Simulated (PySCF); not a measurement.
Computed IR spectrum (relative IR intensity) of a molecule C₃H₁₀OSi₂. Geometry optimised at PBE-D3(BJ)/def2-SVP. Other conformers were not sampled. Level of theory: PBE-D3(BJ)/def2-SVP in PySCF 2.14.0. Frequencies are harmonic and unscaled.

Lines under 2 % of the strongest are left out, and lines within 2 cm⁻¹ are merged.

```json
[
 {"ν (cm⁻¹)": "189", "relative intensity": "15"},
 {"ν (cm⁻¹)": "226", "relative intensity": "35"},
 {"ν (cm⁻¹)": "263", "relative intensity": "16"},
 {"ν (cm⁻¹)": "347", "relative intensity": "2.9"},
 {"ν (cm⁻¹)": "484", "relative intensity": "5.7"},
 {"ν (cm⁻¹)": "594", "relative intensity": "20"},
 {"ν (cm⁻¹)": "622", "relative intensity": "17"},
 {"ν (cm⁻¹)": "641", "relative intensity": "23"},
 {"ν (cm⁻¹)": "677", "relative intensity": "39"},
 {"ν (cm⁻¹)": "692", "relative intensity": "7.5"},
 {"ν (cm⁻¹)": "745", "relative intensity": "8.3"},
 {"ν (cm⁻¹)": "807", "relative intensity": "78"},
 {"ν (cm⁻¹)": "829", "relative intensity": "16"},
 {"ν (cm⁻¹)": "869", "relative intensity": "96"},
 {"ν (cm⁻¹)": "877", "relative intensity": "100"},
 {"ν (cm⁻¹)": "893", "relative intensity": "66"},
 {"ν (cm⁻¹)": "898", "relative intensity": "36"},
 {"ν (cm⁻¹)": "916", "relative intensity": "48"},
 {"ν (cm⁻¹)": "919", "relative intensity": "16"},
 {"ν (cm⁻¹)": "944", "relative intensity": "15"},
 {"ν (cm⁻¹)": "1104", "relative intensity": "30"},
 {"ν (cm⁻¹)": "1198", "relative intensity": "9.9"},
 {"ν (cm⁻¹)": "1368", "relative intensity": "4.1"},
 {"ν (cm⁻¹)": "1389", "relative intensity": "3.2"},
 {"ν (cm⁻¹)": "1616", "relative intensity": "2.6"},
 {"ν (cm⁻¹)": "2135", "relative intensity": "57"},
 {"ν (cm⁻¹)": "2150", "relative intensity": "54"},
 {"ν (cm⁻¹)": "2156", "relative intensity": "36"},
 {"ν (cm⁻¹)": "2175", "relative intensity": "57"},
 {"ν (cm⁻¹)": "2203", "relative intensity": "53"},
 {"ν (cm⁻¹)": "2969", "relative intensity": "5.7"},
 {"ν (cm⁻¹)": "3032", "relative intensity": "2.2"},
 {"ν (cm⁻¹)": "3045", "relative intensity": "6.5"},
 {"ν (cm⁻¹)": "3147", "relative intensity": "3.0"},
 {"ν (cm⁻¹)": "3769", "relative intensity": "46"}
]
```

### Question
Which structure fits?
A. O[C@H]1C[Si@@H]([SiH3])C1
B. C[C@@H]1[SiH2][SiH2][C@@H]1O
C. C=C(OC)[SiH2][SiH3]
D. C=C([SiH3])C[SiH2]O

### Answer
D, C=C([SiH3])C[SiH2]O
